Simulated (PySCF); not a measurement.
Labels have come off several samples. The candidates:

A. SMILES N#C/C=C/C#C
B. SMILES C(#N)C1=CC=C(F)C=C1
C. `InChI=1S/C7H11O2P/c1-6-4-10(3,8)5-7(6)9-2/h4-5H,1-3H3/t10-/m0/s1`

Spectrum 1. 1H NMR (400 MHz, computed): δ 8.00 (m, 2H), 7.46 (m, 2H). 13C{1H} NMR (computed): δ 175.1 (C), 142.4 (CH), 123.7 (C), 122.5 (CH), 113.2 (C).

Spectrum 2. 1H NMR (400 MHz, computed): δ 6.03 (m, 1H), 4.62 (m, 1H), 3.83 (s, 3H), 2.01 (s, 3H), 1.48 (m, 3H). 13C{1H} NMR (computed): δ 173.8 (C), 155.9 (C), 134.9 (CH), 96.9 (CH), 57.8 (CH3), 19.3 (CH3), 18.5 (CH3).

Spectrum 3. 1H NMR (400 MHz, computed): δ 6.60 (dd, J = 18.4, 3.7 Hz, 1H), 5.96 (dd, J = 18.4, 1.1 Hz, 1H), 3.54 (dd, J = 3.7, 1.1 Hz, 1H). 13C{1H} NMR (computed): δ 138.8 (CH), 122.3 (C), 120.3 (CH), 103.0 (CH), 85.1 (C).

All values are calculated (PySCF 2.14.0 with density-fitted response routines): GIAO PBE0/pcSseg-1 shieldings, couplings computed with B3LYP/pcJ-1, GFN2-xTB geometry. Isolated molecule, non-relativistic Hamiltonian, one computed conformer, averaged over atoms made equivalent by symmetry, fast rotation or ring inversion.

Scale: 1H (σ = 31.72 ppm), 13C (σ = 186.93 ppm) vs TMS (reference shieldings calculated alike). Multiplet labels drop J under 1 Hz and among equivalent protons, and merge close values. Unscaled 3J(H,H) run several per cent high. Splittings of carbon signals by F and P are missing where no couplings were computed. Where no couplings were computed, multiplicities follow the n + 1 count of equivalent neighbours, and m marks all less simple cases (inequivalent or close neighbours, rings, F or P nearby). Shifts are as computed. Against solution values, carbons near 30 ppm lie about +3 ppm off and those near 130 ppm about +5 ppm. Of 1211 compounds with measured shifts, 218 miss one by over three times the rms of a fit or turn the order of signals round; such compounds aren't used in these exercises.

Q: Match each spectrum to its structure.

A: 1–B, 2–C, 3–A.

- Spectrum 1 (B): 5 13C signals; δC 175.1 is an aromatic carbon bearing fluorine; δC 123.7 is a nitrile carbon.
- Spectrum 2 (C): 7 13C signals; δC 173.8 is an alkene carbon bearing oxygen; δC 155.9 is a fully substituted alkene carbon.
- Spectrum 3 (A): 5 13C signals; δC 138.8 is an alkene CH; δC 122.3 is a nitrile carbon.
